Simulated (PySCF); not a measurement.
PBE beside CCSD(T) along the fifth-period p block: bonds to Cs

PBE and CCSD(T) in PySCF with def2-SVP on every atom (core potentials on Sn, Sb, Te, I, Cs), for the lowest determinant that a PBE0 search found; no spin–orbit coupling.

| molecule | state (unpaired electrons) | PBE Re (Å) | PBE ωe (cm⁻¹) | PBE De (eV) | CCSD(T) Re (Å) | CCSD(T) ωe (cm⁻¹) | CCSD(T) De (eV) |
| --- | --- | --- | --- | --- | --- | --- | --- |
| CsSn | quartet (σ ↑, π ↑↑) | 3.595 | 84.8 | 1.41 | 3.644 | 89.5 | 1.25 |
| CsSb | triplet (π ↑↑) | 3.685 | 88.1 | 1.21 | ? | ? | ? |
| CsTe | doublet (π ↑) | 3.506 | 104 | 2.27 | 3.552 | 107 | 1.85 |
| CsI | singlet (closed shell) | 3.386 | 117 | 3.46 | 3.433 | 117 | 3.16 |

Question: Estimate the CCSD(T) values of CsSb by adding the mean shift from PBE to CCSD(T) of the other rows, and compare with the calculation.

Answer: The mean shifts are +4.7 pm, +3 cm⁻¹ and -0.29 eV, which give 3.732 Å, 90.7 cm⁻¹ and 0.92 eV. CCSD(T)/def2-SVP gives Re = 3.733 Å, ωe = 88.2 cm⁻¹, De = 0.65 eV.

Question: What are the mean differences of PBE from CCSD(T) over the whole series?

Answer: Re -4.7 pm, ωe -2 cm⁻¹, De +0.36 eV.

In a basis of this size CCSD(T) is itself not converged; it tends to give bonds that are too long and too weak.

Correlated steps freeze 4 core orbitals. Correlated levels converge slowly with the basis: in double zeta they bind strong bonds too weakly, by up to about 1 eV, and carry superposition errors of some tenths. Spin–orbit coupling is left out, which matters for elements this heavy, above all for dissociation energies. Where the molecule has an RHF reference, its open-shell atoms are computed with UHF. States were picked by a PBE0 search and need not be the measured ground states.
